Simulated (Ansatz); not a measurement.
Consider the cleavage of the Si–Si bond: `C[SiH2][SiH2][SeH]` + `OB(O)O` → `C[SiH2]OB(O)O` + `[SiH3][SeH]`.

Gas-phase electronic energies from Ansatz, PBE0-D4/def2-TZVP geometries. CCSD(T)/CBS adds triple-zeta CCSD(T) − MP2 to the extrapolated MP2 energy (def2 sets, frozen cores). This one scheme is used for every species. For Se outer-core shells are correlated without core-valence functions, which leaves a few kJ/mol of doubt a bond. Scalar relativity is left out up to krypton. One conformer a species, not always the lowest.

```csv
species,CCSD(T)/CBS(def2) energy (Eh)
`C[SiH2][SiH2][SeH]`,-3021.75952
`OB(O)O`,-252.29421
`C[SiH2]OB(O)O`,-581.88802
`[SiH3][SeH]`,-2692.20088
```

Task: Work out ΔE.

Result: ΔE = (-581.88802) + (-2692.20088) − (-3021.75952) − (-252.29421) = -0.03517 Eh = -22.1 kcal/mol.

Largest T1 diagnostic among the species: 0.012.

In def2-TZVPP, CCSD(T) changes the Hartree–Fock value by +6.4 kcal/mol (the triples alone add +0.9 kcal/mol) and MP2 by +5.3 kcal/mol. From PBE to PBE0 (25 % exact exchange), in def2-TZVPP and without D4, ΔE moves by −1.7 kcal/mol.
